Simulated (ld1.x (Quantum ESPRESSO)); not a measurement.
## Reading a pseudo-wave (Be)

Columns: radius, all-electron u(r) and pseudo u(r) of the 2s shell (level -5.61 eV) of beryllium in the configuration [He] 2s2 2p0; LDA (PZ), scalar-relativistic, ultrasoft scheme, ld1.x (Quantum ESPRESSO) 7.5.

| r (bohr) | all-electron | pseudo |
| --- | --- | --- |
| 0.238 | 0.2542 | -0.1091 |
| 0.475 | 0.1114 | -0.2154 |
| 0.712 | -0.1027 | -0.3167 |
| 0.950 | -0.2953 | -0.4101 |
| 1.188 | -0.4420 | -0.4916 |
| 1.425 | -0.5417 | -0.5571 |
| 1.662 | -0.6012 | -0.6035 |
| 1.900 | -0.6282 | -0.6282 |
| 2.137 | -0.6305 | -0.6305 |
| 2.375 | -0.6149 | -0.6149 |
| 2.612 | -0.5871 | -0.5871 |
| 2.850 | -0.5514 | -0.5514 |
| 3.088 | -0.5112 | -0.5112 |
| 3.325 | -0.4692 | -0.4692 |
| 3.562 | -0.4270 | -0.4270 |
| 3.800 | -0.3857 | -0.3857 |
| 4.037 | -0.3464 | -0.3464 |
| 4.275 | -0.3094 | -0.3094 |
| 4.512 | -0.2752 | -0.2752 |
| 4.750 | -0.2437 | -0.2437 |
| 4.988 | -0.2151 | -0.2151 |
| 5.225 | -0.1894 | -0.1894 |
| 5.462 | -0.1663 | -0.1663 |
| 5.700 | -0.1456 | -0.1456 |
| 5.938 | -0.1272 | -0.1272 |
| 6.175 | -0.1110 | -0.1110 |

(1) How many radial nodes do the two functions have?

(2) At about which radius was the pseudo-wave matched?

(3) Is the pseudo-wave norm-conserving?

## Answers

(1) The all-electron 2s function has n − l − 1 = 1; the pseudo-wave has 0, since the states of the same l below it are removed with the core.

(2) 1.95 bohr, where the columns begin to agree (steps of 0.24 bohr).

(3) No, it belongs to an ultrasoft set: the norm inside the radius is not constrained, and the difference is carried by the augmentation charge.
